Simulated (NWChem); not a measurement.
System: MoNHSCl₂; SMILES [NH]=[Mo](=[S])([Cl])[Cl]

NWChem input:

```
start job
memory heap 200 mb stack 900 mb global 1100 mb
geometry units angstroms noautoz
  Mo    -0.000488     0.204964     0.000000
  N      0.010575     1.904502     0.000000
  H      0.443447     2.828489     0.000000
  S      1.999160    -0.431791     0.000000
  Cl    -1.006963    -0.474067     1.911597
  Cl    -1.006963    -0.474067    -1.911597
end
basis spherical
  Mo library def2-svp
  N library def2-svp
  H library def2-svp
  S library def2-svp
  Cl library def2-svp
end
ecp
  Mo library def2-ecp
end
dft
  xc b3lyp
  iterations 150
  mulliken
end
task dft energy
```

Excerpt of the output:

```
             Northwest Computational Chemistry Package (NWChem) 7.3.0
             --------------------------------------------------------

 CS  symmetry detected

                             Geometry "geometry" -> ""
                             -------------------------

 Output coordinates in angstroms (scale by  1.889725989 to convert to a.u.)

  No.       Tag          Charge          X              Y              Z
 ---- ---------------- ---------- -------------- -------------- --------------
    1 Mo                  42.0000     0.02908855     0.18606120     0.00000000
    2 N                    7.0000     0.14959480     1.88135765     0.00000000
    3 H                    1.0000     0.64108142     2.77554502     0.00000000
    4 S                   16.0000     1.98357139    -0.57816775     0.00000000
    5 Cl                  17.0000    -1.01903254    -0.42673338    -1.91159700
    6 Cl                  17.0000    -1.01903254    -0.42673338     1.91159700

 Effective nuclear repulsion energy (a.u.)     792.6895283179

      Symmetry information
      --------------------

 Group name             Cs
 Group number              2
 Group order               2
 No. of unique centers     5

                                 NWChem DFT Module
                                 -----------------

 Summary of "ao basis" -> "ao basis" (spherical)
 ------------------------------------------------------------------------------
       Tag                 Description            Shells   Functions and Types
 ---------------- ------------------------------  ------  ---------------------
 Mo                         def2-svp                11       31   5s3p2d1f
 N                          def2-svp                 6       14   3s2p1d
 H                          def2-svp                 3        5   2s1p
 S                          def2-svp                 8       18   4s3p1d
 Cl                         def2-svp                 8       18   4s3p1d

      Symmetry analysis of basis
      --------------------------

        a'         66
        a"         38

            General Information
            -------------------
          SCF calculation type: DFT
          Wavefunction type:  closed shell.
          No. of atoms     :     6
          No. of electrons :    72
           Alpha electrons :    36
            Beta electrons :    36
          Charge           :     0
          Spin multiplicity:     1
          Use of symmetry is: on ; symmetry adaption is: on
          Maximum number of iterations: 150
          AO basis - number of functions:   104
                     number of shells:    44
          Convergence on energy requested:  1.00D-06
          Convergence on density requested:  1.00D-05
          Convergence on gradient requested:  5.00D-04

              XC Information
              --------------
                         B3LYP Method XC Potential
                     Hartree-Fock (Exact) Exchange  0.200
                        Slater Exchange Functional  0.800 local
                    Becke 1988 Exchange Functional  0.720 non-local
              Lee-Yang-Parr Correlation Functional  0.810
                  VWN I RPA Correlation Functional  0.190 local

             Grid Information
             ----------------
          Grid used for XC integration:  medium
          Radial quadrature: Mura-Knowles
          Angular quadrature: Lebedev.
          Tag              B.-S. Rad. Rad. Pts. Rad. Cut. Ang. Pts.
          ---              ---------- --------- --------- ---------
          Mo                  1.45      123           9.0       590
          N                   0.65       49           9.0       434
          H                   0.35       45          11.0       434
          S                   1.00       88          10.0       590
          Cl                  1.00       88          11.0       590
          Grid pruning is: on
          Number of quadrature shells:   393
          Spatial weights used:  Erf1

      Superposition of Atomic Density Guess
      -------------------------------------

 Sum of atomic energies:       -1448.02980539

      Non-variational initial energy
      ------------------------------

 Total energy =   -1438.821414
 1-e energy   =   -2786.716597
 2-e energy   =     957.228136
 HOMO         =      -0.332830
 LUMO         =      -0.067685

      Symmetry analysis of molecular orbitals - initial
      -------------------------------------------------

  Numbering of irreducible representations:

     1 a'          2 a"

  Orbital symmetries:

     1 a'          2 a"          3 a'          4 a'          5 a'
     6 a"          7 a'          8 a'          9 a"         10 a'
    11 a'         12 a"         13 a"         14 a'         15 a'
    16 a"         17 a'         18 a'         19 a'         20 a"
    21 a'         22 a'         23 a"         24 a'         25 a'
    26 a'         27 a"         28 a"         29 a'         30 a'
    31 a"         32 a'         33 a"         34 a'         35 a"
    36 a'         37 a'         38 a"         39 a'         40 a"
    41 a'         42 a'         43 a'         44 a'         45 a"
    46 a'

     ---------------------------------------------
      Total Density - Mulliken Population Analysis
     ---------------------------------------------

    Atom       Charge   Shell Charges
 -----------   ------   -------------------------------------------------------
    1 Mo  14    11.74  -0.39  1.54  0.87  0.35  0.04  5.94  0.39  0.17  2.22  0.55  0.05
    2 N    7     7.94   1.99  1.10  0.57  2.60  1.67  0.01
    3 H    1     0.74   0.58  0.12  0.04
    4 S   16    16.71   2.00  1.99  1.25  0.65  5.94  1.93  2.93  0.03
    5 Cl  17    17.43   2.00  1.99  1.23  0.71  5.94  2.17  3.37  0.01
    6 Cl  17    17.43   2.00  1.99  1.23  0.71  5.94  2.17  3.37  0.01

[...]
```

Level: B3LYP/def2-SVP with def2 effective core potentials on Mo. Structure relaxed at the PBE0/def2-SVP level. No frequency run checked for a minimum. B3LYP is NWChem's, with the RPA form of VWN correlation. def2 effective core potentials on Mo; no spin-orbit coupling.
